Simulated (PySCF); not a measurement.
PySCF input file for Se(H)(SeH) (H₂Se₂), SMILES [SeH][SeH], ADC(2)/aug-cc-pVDZ. Geometry optimised at PBE0-D3(BJ)/def2-TZVP.

```python
import numpy as np
from pyscf import gto, scf, dft, adc

mol = gto.M(
    atom='''
    Se   -1.16169954   -0.03428050    0.02951695
    H    -1.35841450    0.99675314   -1.00357646
    Se    1.16169954    0.03428050    0.02951695
    H     1.35841450   -0.99675314   -1.00357646
    ''',
    basis='aug-cc-pVDZ',
    charge=0,
    spin=0,
    max_memory=1600,
    verbose=4,
)
mf = scf.RHF(mol)
mf.conv_tol = 1e-10
mf.max_cycle = 100
mf.kernel()
res = {}
for kind, nroots in (('ee', 6), ('ip', 6), ('ea', 2)):
    a = adc.ADC(mf).density_fit('aug-cc-pvdz-ri')
    a.method, a.method_type = 'adc(2)', kind
    e, v, p, x = a.kernel(nroots=nroots)
    res[kind] = (e * 27.211386245988, p)
for kind, (e, p) in res.items():
    print(kind, 'energies / eV', np.round(e, 3), 'strengths', np.round(p, 4))
```

Output:

```
PySCF version 2.14.0

[INPUT] verbose = 4
[INPUT] num. atoms = 4
[INPUT] num. electrons = 70
[INPUT] charge = 0
[INPUT] spin (= nelec alpha-beta = 2S) = 0
[INPUT] symmetry False subgroup None
[INPUT] Mole.unit = angstrom
[INPUT] Symbol           X                Y                Z      unit          X                Y                Z       unit  Magmom
[INPUT]  1 Se    -1.161699540000  -0.034280500000   0.029516950000 AA   -2.195293969633  -0.064780756413   0.055778951532 Bohr   0.0
[INPUT]  2 H     -1.358414500000   0.996753140000  -1.003576460000 AA   -2.567031368638   1.883590448400  -1.896484654461 Bohr   0.0
[INPUT]  3 Se     1.161699540000   0.034280500000   0.029516950000 AA    2.195293969633   0.064780756413   0.055778951532 Bohr   0.0
[INPUT]  4 H      1.358414500000  -0.996753140000  -1.003576460000 AA    2.567031368638  -1.883590448400  -1.896484654461 Bohr   0.0

nuclear repulsion = 300.222916339078
number of shells = 28
number of NR pGTOs = 194
number of NR cGTOs = 90
basis = aug-cc-pVDZ
ecp = {}


[settings echo left out]
init E= -4799.02772627729
  HOMO = -0.274951555570456  LUMO = -0.0436355608970511  gap/eV = 6.29443
cycle= 1 E= -4800.77873869083  delta_E= -1.75  |g|= 0.21  |ddm|= 1.82
  HOMO = -0.368477588449386  LUMO = 0.0259410713820327  gap/eV = 10.73268
cycle= 2 E= -4800.79881336575  delta_E= -0.0201  |g|= 0.0636  |ddm|= 0.352
  HOMO = -0.359246686848736  LUMO = 0.0328354364032384  gap/eV = 10.66910
cycle= 3 E= -4800.80066791122  delta_E= -0.00185  |g|= 0.0192  |ddm|= 0.088
  HOMO = -0.360643034431051  LUMO = 0.0337646696655161  gap/eV = 10.73238
cycle= 4 E= -4800.8009547109  delta_E= -0.000287  |g|= 0.00381  |ddm|= 0.0425
  HOMO = -0.360784402622822  LUMO = 0.0338091254696975  gap/eV = 10.73744
cycle= 5 E= -4800.80096915085  delta_E= -1.44e-05  |g|= 0.000889  |ddm|= 0.0101
  HOMO = -0.360910231490089  LUMO = 0.0337816966899447  gap/eV = 10.74011
cycle= 6 E= -4800.80097000837  delta_E= -8.58e-07  |g|= 0.000191  |ddm|= 0.00268
  HOMO = -0.360925886373466  LUMO = 0.0337755656664003  gap/eV = 10.74037
cycle= 7 E= -4800.80097005119  delta_E= -4.28e-08  |g|= 5.08e-05  |ddm|= 0.00064
  HOMO = -0.360918786601931  LUMO = 0.0337769805691748  gap/eV = 10.74022
cycle= 8 E= -4800.80097005461  delta_E= -3.42e-09  |g|= 2.46e-05  |ddm|= 0.000155
  HOMO = -0.360920345535099  LUMO = 0.033776405149391  gap/eV = 10.74025
cycle= 9 E= -4800.80097005553  delta_E= -9.2e-10  |g|= 7.66e-06  |ddm|= 9.35e-05
  HOMO = -0.360919396781549  LUMO = 0.0337767514328933  gap/eV = 10.74023
cycle= 10 E= -4800.80097005565  delta_E= -1.2e-10  |g|= 2.66e-06  |ddm|= 3.35e-05
  HOMO = -0.360919457419256  LUMO = 0.0337766598958833  gap/eV = 10.74023
cycle= 11 E= -4800.80097005564  delta_E= 1.09e-11  |g|= 7.53e-07  |ddm|= 1.21e-05
  HOMO = -0.360919405746862  LUMO = 0.0337766805239488  gap/eV = 10.74023
Extra cycle  E= -4800.80097005566  delta_E= -2e-11  |g|= 3.8e-07  |ddm|= 1.8e-06
converged SCF energy = -4800.80097005566

******** <class 'pyscf.adc.radc.RADC'> ********
******** ADC Orbital Information ********
Number of Frozen Occupied Orbitals: 0
Number of Frozen Virtual Orbitals: 0
Number of Active Occupied Orbitals: 35
Number of Active Virtual Orbitals: 55
*****************************************
******** <class 'pyscf.df.df.DF'> ********
auxbasis = aug-cc-pvdz-ri
Reference correlation energy (doubles): -0.31271564
MP2 correlation energy of reference state (a.u.) = -0.31271564

******** <class 'pyscf.adc.radc_ee.RADCEE'> ********
max_space = 12
max_cycle = 50
conv_tol = 1e-08

*************************************************************
        ADC calculation summary (singlet states only)
*************************************************************
adc(2) root 0  |  Energy (Eh) =   0.1552374751  |  Energy (eV) =   4.22422686  |  Osc. strength = 0.01189002  |  conv = True
adc(2) root 1  |  Energy (Eh) =   0.1555157389  |  Energy (eV) =   4.23179880  |  Osc. strength = 0.00563433  |  conv = True
adc(2) root 2  |  Energy (Eh) =   0.2005282535  |  Energy (eV) =   5.45665171  |  Osc. strength = 0.01657787  |  conv = True
adc(2) root 3  |  Energy (Eh) =   0.2011498473  |  Energy (eV) =   5.47356614  |  Osc. strength = 0.01970744  |  conv = True
adc(2) root 4  |  Energy (Eh) =   0.2299075819  |  Energy (eV) =   6.25610396  |  Osc. strength = 0.01074935  |  conv = True
adc(2) root 5  |  Energy (Eh) =   0.2302526145  |  Energy (eV) =   6.26549278  |  Osc. strength = 0.00241811  |  conv = True

******** <class 'pyscf.adc.radc.RADC'> ********
******** ADC Orbital Information ********
Number of Frozen Occupied Orbitals: 0
Number of Frozen Virtual Orbitals: 0
Number of Active Occupied Orbitals: 35
Number of Active Virtual Orbitals: 55
*****************************************
******** <class 'pyscf.df.df.DF'> ********
auxbasis = aug-cc-pvdz-ri
Reference correlation energy (doubles): -0.31271564
MP2 correlation energy of reference state (a.u.) = -0.31271564

******** <class 'pyscf.adc.radc_ip.RADCIP'> ********
max_space = 12
max_cycle = 50
conv_tol = 1e-08

*************************************************************
        ADC calculation summary (doublet states only)
*************************************************************
adc(2) root 0  |  Energy (Eh) =   0.3295439679  |  Energy (eV) =   8.96734812  |  Spec. factor = 1.81215788  |  conv = True
adc(2) root 1  |  Energy (Eh) =   0.3304044775  |  Energy (eV) =   8.99076378  |  Spec. factor = 1.81142856  |  conv = True
adc(2) root 2  |  Energy (Eh) =   0.4180038815  |  Energy (eV) =  11.37446498  |  Spec. factor = 1.80698625  |  conv = True
adc(2) root 3  |  Energy (Eh) =   0.4772175687  |  Energy (eV) =  12.98575148  |  Spec. factor = 1.78040819  |  conv = True
adc(2) root 4  |  Energy (Eh) =   0.5133409802  |  Energy (eV) =  13.96871957  |  Spec. factor = 1.78833892  |  conv = True
adc(2) root 5  |  Energy (Eh) =   0.7367606979  |  Energy (eV) =  20.04827976  |  Spec. factor = 1.37273078  |  conv = True

******** <class 'pyscf.adc.radc.RADC'> ********
******** ADC Orbital Information ********
Number of Frozen Occupied Orbitals: 0
Number of Frozen Virtual Orbitals: 0
Number of Active Occupied Orbitals: 35
Number of Active Virtual Orbitals: 55
*****************************************
******** <class 'pyscf.df.df.DF'> ********
auxbasis = aug-cc-pvdz-ri
Reference correlation energy (doubles): -0.31271564
MP2 correlation energy of reference state (a.u.) = -0.31271564

******** <class 'pyscf.adc.radc_ea.RADCEA'> ********
max_space = 12
max_cycle = 50
conv_tol = 1e-08

*************************************************************
        ADC calculation summary (doublet states only)
*************************************************************
adc(2) root 0  |  Energy (Eh) =   0.0018511951  |  Energy (eV) =   0.05037359  |  Spec. factor = 1.88686770  |  conv = True
adc(2) root 1  |  Energy (Eh) =   0.0191953780  |  Energy (eV) =   0.52233284  |  Spec. factor = 1.94844453  |  conv = True
ee energies / eV [4.224 4.232 5.457 5.474 6.256 6.265] strengths [0.0119 0.0056 0.0166 0.0197 0.0107 0.0024]
ip energies / eV [ 8.967  8.991 11.374 12.986 13.969 20.048] strengths [1.8122 1.8114 1.807  1.7804 1.7883 1.3727]
ea energies / eV [0.05  0.522] strengths [1.8869 1.9484]
```

The calculation finished and met its thresholds.

Cost: about 3 core-minutes (a rough figure).
